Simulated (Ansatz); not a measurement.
Geometry optimisation, RKS BHLYP-D4/6-31G* (Ansatz).

Input:

```yaml
crystal:
  periodic: [false, false, false]
  atoms:
    - { symbol: B, position_ang: [-0.019145, -0.223229, -0.175454] }
    - { symbol: F, position_ang: [-0.035843, -0.676378, 1.079769] }
    - { symbol: "N", position_ang: [1.226194, -0.000694, -0.790932] }
    - { symbol: H, position_ang: [2.087006, -0.211711, -0.33037] }
    - { symbol: H, position_ang: [1.330949, 0.343304, -1.722379] }
    - { symbol: "N", position_ang: [-1.248675, -0.017109, -0.827505] }
    - { symbol: H, position_ang: [-2.119585, -0.169667, -0.362237] }
    - { symbol: H, position_ang: [-1.33578, 0.240044, -1.78839] }
    - { symbol: H, position_ang: [-0.120432, 1.834033, 1.059357] }
    - { symbol: H, position_ang: [-0.097989, 1.387706, 1.602341] }
basis:
  gaussian: { orbitals: "6-31G*" }
hamiltonian:
  xc: { name: BHLYP }
  dispersion: d4
relax:
  f_tol: 0.03
  max_steps: 50
```

Launched with:

```bash
$ ansatz run input.yaml --threads 1 --pin off --max-ram 2048MiB --backend cpu --events-out ev --progress --plain --runs-dir out
```

Problem. Where does it end, and by what steps?

Solution. The run converged. The force dipped under the threshold on the way, but the program's further checks kept it going. After 18 steps the energy has fallen by 0.199 eV; H9 moved furthest, 1.69 Å.

```
step  energy less start (eV)  largest force component (eV/Å)  accepted
   0                  0.0000                           1.102       yes
   1                 -0.1227                           0.303       yes
   2                 -0.1524                           0.304       yes
   3                 -0.1714                           0.175       yes
   4                 -0.1762                           0.206       yes
   5                 -0.1793                           0.428       yes
   6                 -0.1837                           0.313       yes
   7                 -0.1877                           0.264       yes
   8                 -0.1903                           0.316       yes
   9                 -0.1927                           0.239       yes
  10                 -0.1951                           0.029       yes
  11                 -0.1969                           0.094       yes
  12                 -0.1967                           0.221        no
  13                 -0.1980                           0.056       yes
  14                 -0.1987                           0.074       yes
  15                 -0.1990                           0.067       yes
  16                 -0.1993                           0.048       yes
  17                 -0.1994                           0.047       yes
  18                 -0.1994                           0.028       yes
```

```xyz
10
Properties=species:S:1:pos:R:3
B -0.013 -0.207 -0.448
F -0.038 -0.131 0.896
N 1.244 -0.234 -1.078
H 2.090 -0.199 -0.547
H 1.380 -0.288 -2.066
N -1.247 -0.250 -1.122
H -2.112 -0.224 -0.622
H -1.347 -0.304 -2.115
H -0.160 2.484 2.619
H -0.130 1.861 2.228
```

Run time: 58 s on 1 thread of AMD EPYC 7R43 64-Core Processor (Zen 3) (shared host), peak memory 0.16 GiB.
